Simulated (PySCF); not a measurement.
The dipole of SiHCl3 (`[SiH](Cl)(Cl)Cl`) from its density and from atomic charges.

Coordinates (PBE0-D3(BJ)/def2-SVP, Å) and charges (e) from the PBE0/pcSseg-1 density (PySCF):

| atom | x | y | z | Mulliken | IAO | Hirshfeld | ESP-fitted |
| --- | --- | --- | --- | --- | --- | --- | --- |
| Si1 | -0.002 | -0.001 | 0.121 | +0.8348 | +0.9454 | +0.3627 | +0.1586 |
| H2 | -0.002 | -0.020 | 1.596 | -0.0282 | -0.1076 | -0.0514 | +0.0681 |
| Cl3 | 1.923 | 0.010 | -0.566 | -0.2688 | -0.2794 | -0.1038 | -0.0759 |
| Cl4 | -0.964 | 1.673 | -0.554 | -0.2690 | -0.2792 | -0.1037 | -0.0751 |
| Cl5 | -0.956 | -1.661 | -0.598 | -0.2689 | -0.2792 | -0.1037 | -0.0757 |

Question: What dipole does each set of charges give (1 e·Å = 4.803 D), and what does the density give?

Answer: The full density gives (-0.01, -0.01, 1.19) D, 1.19 D in size; dipole vectors point from the negative to the positive end.

```
    scheme     μx     μy    μz  size (D)  share of the full size (%)  angle to the full dipole (°)
  Mulliken  -0.01  -0.03  2.48      2.48                         209                             0
       IAO  -0.01  -0.02  2.03      2.03                         170                             0
 Hirshfeld  -0.01  -0.01  0.67      0.67                          57                             0
ESP-fitted  -0.01  -0.01  1.24      1.24                         104                             0
```

Question: Which set comes closest?

Answer: Length of the difference vector: ESP-fitted 0.05 D, Hirshfeld 0.52 D, IAO 0.84 D, Mulliken 1.30 D. Closest: ESP-fitted. 

Question: What is left for the Hirshfeld atoms' own dipoles?

Answer: The Hirshfeld atoms' densities add up to the full density, so μ = Σ q r + Σ (atomic dipoles). The atomic dipoles sum to (-0.01, -0.01, 1.19) − (-0.01, -0.01, 0.67) = (0.00, 0.00, 0.52) D, 0.52 D in size.

Question: With the origin at the mean of the coordinates, (0.000, 0.000, 0.000) Å, which are the largest single terms, by size, of the Hirshfeld dipole along the direction of the full one?

Answer: H2 -0.39, Cl3 +0.29, Cl5 +0.28, Cl4 +0.28, Si1 +0.21 D; all 5 atoms together +0.67 D. The single terms depend on the origin, their sum doesn't.

Question: Give the size of the full dipole in other units.

Answer: 1.19 D = 0.467 au = 0.247 e·Å = 3.96 × 10⁻³⁰ C·m.

Isolated species at its PBE0-D3(BJ)/def2-SVP geometry, gas phase.
